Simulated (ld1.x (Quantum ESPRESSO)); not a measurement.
## Varying the PAW potential for Ar

Base potential:

Ar (Z = 18), PAW, made with ld1.x (Quantum ESPRESSO) 7.5 (LDA (PZ), scalar-relativistic). Core [Ne], reference 3s2 3p6. Waves: 3s (bound): rcut 1.00, rcutus 1.05 bohr; 3s channel at -1.25 Ry: rcut 1.00, rcutus 1.05 bohr; 3p (bound): rcut 0.80, rcutus 1.00 bohr; 3p channel at 0.4 Ry: rcut 0.80, rcutus 1.00 bohr; 3d channel at 0.35 Ry: rcut 0.90, rcutus 0.95 bohr; 3d channel at 2.15 Ry: rcut 0.90, rcutus 0.95 bohr. Local part: all-electron potential smoothed inside 0.70 bohr (lloc = -1). Core correction: a·sin(br)/r model core, default radius (ld1.x builds one for every PAW set, though the input has nlcc=.false.). Augmentation charge: PSQ, inside the norm-conserving radii.

All-electron outer shells of the reference configuration (LDA (PZ), scalar-relativistic, ld1.x):

```csv
shell,level (eV),outermost node (bohr),outermost maximum (bohr)
2s,-295.98,0.12,0.34
2p,-229.89,–,0.28
3s,-24.26,0.52,1.17
3p,-10.39,0.49,1.28
```

Cutoffs, loose and tight: the cutoffs (Ry, on a coarse ladder) from which the occupation-weighted sum of valence levels, in a spherical-Bessel basis at the reference potential, stays within 10 and 1 mRy of its value at 400 Ry. They do not see the model core or the augmentation charge, which bear on the density cutoff. Test errors are all-electron minus pseudo excitation energies from the reference, over the configurations 3s2 3p5; 3s2 3p4; 3s2 3p3; 3s2 3p2; 3s1 3p6; 3s2 3p5.5 (two spin-polarised tests are not counted in the largest error). A dash means not determined; rows that change the core or the reference have their own tests.

A true bound ghost makes a file unfit for plane-wave use even where its test errors are small: the radial tests pick states by their node count and pass the ghost by.

The default core radius of the base comes out at 0.72 bohr.

| change | outcome | cutoff, loose | cutoff, tight | bound ghosts | largest test error (meV) |
| --- | --- | --- | --- | --- | --- |
| base | generated | 45 Ry | 100 Ry | s, p | -92 |
| core correction a·sin(br)/r model core inside 0.36 bohr | generated | 45 Ry | 100 Ry | s, p | -86 |
| core correction a·sin(br)/r model core inside 0.46 bohr | generated | 45 Ry | 100 Ry | s, p | -86 |
| core correction a·sin(br)/r model core inside 0.54 bohr | generated | 45 Ry | 100 Ry | s, p | -86 |
| core correction a·sin(br)/r model core inside 0.66 bohr | generated | 45 Ry | 100 Ry | s, p | -87 |
| core correction a·sin(br)/r model core inside 0.74 bohr | generated | 45 Ry | 100 Ry | s, p | -87 |
| core correction a·sin(br)/r model core inside 0.86 bohr | generated | 45 Ry | 100 Ry | s, p | -87 |
| core correction a·sin(br)/r model core inside 0.98 bohr | generated | 45 Ry | 100 Ry | s, p | -87 |
| core correction a·sin(br)/r model core inside 1.06 bohr | generated | 45 Ry | 100 Ry | s, p | -87 |
| core correction a·sin(br)/r model core inside 1.14 bohr | generated | 45 Ry | 100 Ry | s, p | -88 |
